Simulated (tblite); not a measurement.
C5H3ClOP2.
Numbering: `[O:1]=[CH:2][c:3]1[cH:4][cH:5][p:6][c:7]([Cl:8])[p:9]1` (hydrogens: H10 on C2; H11 on C4; H12 on C5)

The geometry is computed with GFN2-xTB (gas phase).

Q: List the bond lengths, angles and torsions at this level.

A: 
| bond | length (Å) | order |
| --- | --- | --- |
| O1=C2 | 1.208 | double |
| C2–C3 | 1.457 | single |
| C3–C4 | 1.391 | aromatic |
| C4–C5 | 1.375 | aromatic |
| C5–P6 | 1.740 | aromatic |
| P6–C7 | 1.742 | aromatic |
| C7–Cl8 | 1.746 | single |
| C7–P9 | 1.743 | aromatic |
| C3–P9 | 1.757 | aromatic |
| C2–H10 | 1.106 | single |
| C4–H11 | 1.086 | single |
| C5–H12 | 1.083 | single |

Orders are formal, as drawn. A selection of angles:
| angle | degrees |
| --- | --- |
| O1–C2–C3 | 122.2 |
| O1–C2–H10 | 121.6 |
| C3–C2–H10 | 116.2 |
| C2–C3–C4 | 120.5 |
| C2–C3–P9 | 110.4 |
| C4–C3–P9 | 129.1 |
| C3–C4–C5 | 126.6 |
| C3–C4–H11 | 116.0 |
| C5–C4–H11 | 117.4 |
| C4–C5–P6 | 128.5 |
| C4–C5–H12 | 117.3 |
| P6–C5–H12 | 114.2 |
| C5–P6–C7 | 101.6 |
| P6–C7–Cl8 | 113.2 |
| P6–C7–P9 | 133.9 |
| Cl8–C7–P9 | 112.9 |
| C3–P9–C7 | 100.2 |

Torsions: O1–C2–C3–C4 180° (antiperiplanar).

The 3 C–C bonds span 1.375 Å (C4–C5, aromatic) to 1.457 Å (C2–C3, drawn single), a spread of 0.082 Å. Of the pairs four or more bonds apart, H10···H11 is among the closest relative to their van der Waals radii: 2.33 Å, 97 % of the sum of Bondi's values. The 6-membered ring C3–C4–C5–P6–C7–P9 has internal angles of 100.2° to 133.9° (sum 720°, against 720° for a flat polygon); it is planar, 0.00 Å rms from its mean plane, widest ring torsion 0°. The 9 heavy atoms lie in one plane (0.000 Å rms).

Point group: Cs (every atom within 0.08 Å of its image). Its GFN2-xTB frequencies are all real (lowest 75 cm⁻¹). The numbers are those of one conformer.
